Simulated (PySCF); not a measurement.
## UHF on O²⁺ (oxygen, charge +2)

Configuration: [He] 2s2 2p2, high-spin 3P determinant. All numbers are calculated (PySCF 2.14, the spin-free X2C one-electron Hamiltonian (Gaussian nucleus), in ANO-RCC-VTZP).

```
Total energy                                                  : -73.157423 hartree
One-electron energy                                           : -92.7042 hartree
Hartree (Coulomb) energy                                      : 26.8960 hartree
Exchange energy                                               : -7.3493 hartree
⟨S²⟩                                                          : 2.0047
⟨L²⟩                                                          : 2.008
Sum of ⟨r⟩                                                    : 4.437 bohr
Sum of ⟨r²⟩                                                   : 5.073 bohr²
Traceless quadrupole moment −½Σ⟨3z² − r²⟩ along its main axis : 0.485 e·bohr²
Langevin diamagnetic susceptibility                           : -4.02 ×10⁻⁶ cm³/mol
```

| shell | electrons | mean orbital energy (eV) | rms radius, mean of both spins (bohr) |
| --- | --- | --- | --- |
| 1s α | 1 | -607.49 | 0.230 |
| 1s β | 1 | -604.54 | 0.230 |
| 2s α | 1 | -72.787 | 1.13 |
| 2s β | 1 | -62.429 | 1.13 |
| 2p α | 2 | -55.789 | 1.10 |

Spin-orbit constants ζ (cm⁻¹) from the X2C one-electron operator on these orbitals: bare nucleus, nucleus screened by l(l+1)(2l+1)/3 electrons, and screened by the Breit-Pauli mean field of the electrons.

```csv
shell,bare,screened nucleus,mean field
2p,341.2,255.9,224.0
```

To first order the Landé constant is A = 112.0 cm⁻¹, so the lowest level has J = 0 and lies 0.0278 eV below the centre of the term. This holds in LS coupling only.
